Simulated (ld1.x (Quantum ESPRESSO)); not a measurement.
Scattering properties, PAW potential for Sm

Sm (Z = 62), PAW, made with ld1.x (Quantum ESPRESSO) 7.5 (PBEsol, scalar-relativistic). Core [Kr] 4d10, reference 4f6 5s2 5p6 5d0 6s2 6p0. Waves: 5s (bound): rcut 2.50, rcutus 2.80 bohr; 6s (bound): rcut 2.50, rcutus 2.80 bohr; 5p (bound): rcut 2.20, rcutus 2.35 bohr; 6p (bound, empty): rcut 2.20, rcutus 2.35 bohr; 5d (bound, empty): rcut 3.30, rcutus 3.50 bohr; 5d channel at 0.95 Ry: rcut 3.30, rcutus 3.50 bohr; 4f (bound): rcut 1.25, rcutus 1.65 bohr; 4f channel at 4.35 Ry: rcut 1.25, rcutus 1.65 bohr. Local part: all-electron potential smoothed inside 2.15 bohr (lloc = -1). Core correction: Bessel-smoothed model core inside 1.15 bohr. Augmentation charge: PSQ, inside the norm-conserving radii.

The phase is arctan(r·u′/u) with u = r·R(r), unwrapped; energies in Ry, scanned from -5 to 5 Ry. A pole is an energy at which the radial function vanishes at the test radius. The pseudo phase is shifted by a multiple of π to meet the all-electron one at the reference energy, and phase errors are pseudo minus all-electron; the curves can meet again beyond the range given. Levels narrower than the energy grid can be missing from the lists of poles.

```csv
channel,radius (bohr),reference energy (Ry),"poles, all-electron","poles, pseudo",unbroken range about the reference energy with phases within 0.05 rad,phase error 1 Ry above the reference energy (rad)
s,3.78,-0.26,"-3.17, 0.85","-3.17, 0.86",below 2.4,+0.001
p,3.78,-0.09,"-1.68, 1.68","-1.68, 1.68",below 3.4,+0.001
d,3.78,-0.12,"0.21, 3.23","-0.44, 0.18, 2.51",-0.2 to 1.2,-0.001
f,3.78,-0.18,"-0.17, 2.11","-0.17, 2.12",the whole range,+0.005
```

The ghost test of this file was not conclusive. Its overlap operator is not positive definite in a basis up to 400 Ry (lowest eigenvalue d -1.64), so the file is unfit for use: the generalised eigenproblem breaks down once the basis is large enough, and its test numbers describe a broken file.

Phases in the f channel:

| E (Ry) | all-electron | pseudo |
| --- | --- | --- |
| -5.00 | 1.457 | 1.457 |
| -4.48 | 1.451 | 1.451 |
| -3.96 | 1.444 | 1.444 |
| -3.44 | 1.436 | 1.436 |
| -2.92 | 1.426 | 1.426 |
| -2.40 | 1.413 | 1.413 |
| -1.88 | 1.396 | 1.396 |
| -1.36 | 1.373 | 1.373 |
| -0.84 | 1.336 | 1.336 |
| -0.32 | 1.243 | 1.243 |
| 0.20 | -1.955 | -1.954 |
| 0.72 | -2.440 | -2.437 |
| 1.24 | -4.199 | -4.195 |
| 1.76 | -4.611 | -4.610 |
| 2.28 | -4.750 | -4.749 |
| 2.80 | -4.873 | -4.872 |
| 3.32 | -5.196 | -5.192 |
| 3.84 | -7.227 | -7.226 |
| 4.36 | -7.677 | -7.677 |
| 4.88 | -7.783 | -7.783 |
